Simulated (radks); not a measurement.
The numbers below are computed, except where a source is named.
Ho LXI, configuration [He] 2s2 2p3 (the NIST ground configuration). Code: a radial shooting solver on a logarithmic mesh with Libxc functionals. Model: scalar-relativistic Kohn-Sham, LDA (Slater exchange, VWN5 correlation), spin-polarised, spherical densities, finite nucleus; open shells are filled with parallel spins first (spin-orbit coupling, left out, can overturn this in heavy ions); Fermi nuclear charge, rms radius 5.2022 fm. Some entries of the table are withheld. Estimate them.

| orbital | occ. | eigenvalue (hartree) | r(max) (bohr) | <1/r> (bohr^-1) |
|---|---|---|---|---|
| 1s up | 1 | -2255.326 | 0.01312 | 76.08 |
| 1s down | 1 | -2253.315 | 0.01311 | 76.13 |
| 2s up | 1 | -533.8106 | 0.07319 | 18.34 |
| 2s down | 1 | -530.7836 | 0.07330 | 18.28 |
| 2p up | 3 | -499.4251 | 0.05894 | 16.96 |
| 2p down | 0 | -495.8426 | 0.05907 | 16.92 |
| 3s up | 0 | -225.3950 | 0.1914 | 7.713 |
| 3s down | 0 | -224.5762 | 0.1920 | 7.686 |
| 3p up | 0 | -215.1559 | 0.1838 | (1) |
| 3p down | 0 | -214.2283 | 0.1845 | (2) |

Answer. 
(1) 3p up <1/r> (bohr^-1): 7.303
(2) 3p down <1/r> (bohr^-1): 7.279
